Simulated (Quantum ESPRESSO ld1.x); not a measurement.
Neutral dysprosium, configuration [Xe] 4f10 6s2 (the NIST ground configuration). All-electron calculation, scalar-relativistic Kohn-Sham, LDA (Slater exchange, Perdew-Zunger correlation), spin-polarised, spherical densities, point nucleus; open shells are filled with parallel spins first. Program: ld1.x of Quantum ESPRESSO 7.5.

Unscreened Slater integrals over Kohn-Sham orbitals (cm^-1). They are taken over the spin-up orbitals.

integral,value
"F0(6s,6s)",49200
"F0(6s,4f)",64496
"G3(6s,4f)",2170.1
"F0(6s,5p)",62067
"G1(6s,5p)",4344.9
"F0(4f,4f)",241540
"F2(4f,4f)",111400
"F4(4f,4f)",69278
"F6(4f,4f)",49672
"F0(4f,5p)",153590
"F2(4f,5p)",52773
"G2(4f,5p)",29032
"G4(4f,5p)",21918
"F0(5p,5p)",128540
"F2(5p,5p)",68693

Derived for the open shells (J is the average intra-shell exchange parameter used in DFT+U). 4f: F4/F2 = 0.622, F6/F2 = 0.446, J = (286 F2 + 195 F4 + 250 F6)/6435 = 8980 cm^-1.
